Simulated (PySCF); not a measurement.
Mg(F)(SiH3) (FH3MgSi), SMILES [F][Mg][SiH3]. Atoms are numbered in the order given.

```xyz
6

Mg     0.0000     0.0000     0.7715
F      0.0000     0.0000     2.5277
Si     0.0000     0.0000    -1.7832
H      1.1967     0.6909    -2.3471
H      0.0000    -1.3819    -2.3471
H     -1.1967     0.6909    -2.3471
```

Geometry optimised at PBE0-D3(BJ)/def2-TZVP.

Method: HF/pcSseg-2 in PySCF.

GIAO shieldings, no solvent; atoms alike by connectivity are averaged. δ = σ(ref) − σ: ¹⁹F against CFCl3 (σ = 237.3 ppm); ²⁹Si against TMS (σ = 383.2 ppm); ¹H against TMS (σ = 31.98 ppm), references at their B3LYP-D3(BJ)/def2-TZVP geometries, non-relativistic.

### Question
Estimate the chemical shifts. (The exact figures need the calculation; the answer reports its results.)

### Answer

```
nucleus       atoms  count  δ (ppm)
-------  ----------  -----  -------
¹⁹F              F2      1   -171.5
²⁹Si            Si3      1   -133.5
¹H       H4, H5, H6      3     3.10
```
